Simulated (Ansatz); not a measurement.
`[SeH]C1BO1` + `OPO` → `OP(O)[SeH]` + `B1CO1`  (ligand exchange at the Se–C bond)

Gas-phase electronic energies from Ansatz, PBE0-D4/def2-TZVP geometries. CCSD(T)/CBS adds triple-zeta CCSD(T) − MP2 to the extrapolated MP2 energy (def2 sets, frozen cores). Functionals use def2-TZVPP. For Se outer-core shells are correlated without core-valence functions, which leaves a few kJ/mol of doubt a bond. Scalar relativity is left out up to krypton. Each species was taken in one conformer, which may not be the lowest.

CCSD(T)/CBS gives -0.68 eV.

(1) Another level gave -0.73 eV. Which?
A. r2SCAN-D4/def2-TZVPP
B. CCSD(T)/def2-TZVPP
C. PBE/def2-TZVPP
D. RPA@PBE/def2-TZVPP

Largest T1 diagnostic among the species: 0.016.

Results:

(1) C. PBE -0.73, CCSD(T)/def2-TZVPP -0.60, r2SCAN-D4 -0.78, RPA@PBE/def2-TZVPP -0.54 eV.

Leaving LDA and LC-ωPBE aside and taking each functional with its dispersion term where it has one, the values, not all of them listed here, spread over 0.13 eV, from r2SCAN-D4 to ωB97X-V. At CCSD(T), def2-SVP lies +0.09 eV from the extrapolated value and def2-TZVPP +0.08 eV.
